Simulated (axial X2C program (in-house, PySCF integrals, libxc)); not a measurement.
# Working with the constants of SrS

A bond curve at the CCSD(T) level, with spin–orbit coupling, was computed with an in-house all-electron X2C program for linear molecules (integrals from PySCF) (basis Sr dyall-cv4z [13s14p9d7f5g], S dyall-av4z [10s9p4d3f2g] (cores contracted in-house)) for the state Ω = 0 (closed shell). Its fit gives Re = 2.4495 Å, ωe = 385.5 cm⁻¹, ωexe = 1.33 cm⁻¹ and αe = 4.780e-04 cm⁻¹; the masses are 87.9056 and 31.9721 u. Two-component means X2C with spin–orbit coupling and atomic mean-field Coulomb and Gaunt terms.

Correlated methods: 16 electrons correlated (number of frozen shells: Sr 3 s, 2 p, 1 d; S 2 s, 1 p), 432 virtual spin orbitals or spinors in MP2, 180 natural virtuals in coupled cluster.

Find the reduced mass, Be and the force constant.

From the CCSD(T) values: μ = 23.4449 u. Be = 16.8576/(μ Re²) = 0.1198 cm⁻¹. k = 5.8918×10⁻⁷ μ ωe² = 2.05 mdyn/Å.

A Morse curve ties αe to the other constants (Pekeris). How well does that hold?

αe(Morse) = 6Be²/ωe × (√(ωexe/Be) − 1) = 5.211e-04 cm⁻¹; the CCSD(T) curve gives 4.780e-04 cm⁻¹, a ratio of 1.09.

Give B0, the J = 1←0 line in GHz and the most populated J at 300 K (kT = 208.5 cm⁻¹).

B0 = Be − αe/2 = 0.1196 cm⁻¹; 2B0 = 7.171 GHz; J(max) ≈ √(kT/2B0) − 1/2 = 29.0, so J = 29.

Estimate the centrifugal constant by the Kratzer relation.

D = 4Be³/ωe² = 4.63e-08 cm⁻¹.

Where do the fundamental and the first overtone lie?

ν(1←0) = ωe − 2ωexe = 382.8 cm⁻¹; ν(2←0) = 2ωe − 6ωexe = 763.0 cm⁻¹.

The state is a single determinant with fixed occupations, the lowest that a limited PBE0 search found. CCSD and (T) use frozen natural virtuals with an MP2 correction for the truncation; (T) itself is uncorrected, so its De runs slightly low.
